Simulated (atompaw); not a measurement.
## u(r) = r·R(r): atom against pseudo-atom (molybdenum (Mo))

Columns: radius, all-electron u(r) and pseudo u(r) of the 5s shell (level -4.12 eV) of molybdenum in the configuration [Kr] 4d5 5s1 5p0; PBEsol, scalar-relativistic, PAW (atompaw) scheme, atompaw 4.2.0.5.

```tsv
r (bohr)	all-electron	pseudo
0.115	-0.1045	0.0289
0.231	0.0992	0.0582
0.346	0.1608	0.0873
0.462	0.0490	0.1168
0.577	-0.1004	0.1462
0.692	-0.2121	0.1757
0.808	-0.2642	0.2056
0.923	-0.2604	0.2354
1.038	-0.2154	0.2651
1.154	-0.1432	0.2950
1.269	-0.0577	0.3244
1.385	0.0331	0.3536
1.500	0.1214	0.3819
1.615	0.2039	0.4094
1.731	0.2793	0.4361
1.846	0.3451	0.4612
1.962	0.4023	0.4849
2.077	0.4500	0.5066
2.192	0.4894	0.5263
2.308	0.5213	0.5438
2.423	0.5460	0.5586
2.538	0.5644	0.5706
2.654	0.5773	0.5799
2.769	0.5853	0.5860
2.885	0.5890	0.5891
3.000	0.5889	0.5889
```

Problem. How many radial nodes do the two functions have?

Solution. The all-electron 5s function has n − l − 1 = 4 (the table is too coarse to show those close to the nucleus); the pseudo-wave has 0, since the states of the same l below it are removed with the core.

Problem. Is the pseudo-wave norm-conserving?

Solution. No, it belongs to a PAW set: the norm inside the radius is not constrained, and the difference is carried by the augmentation charge.
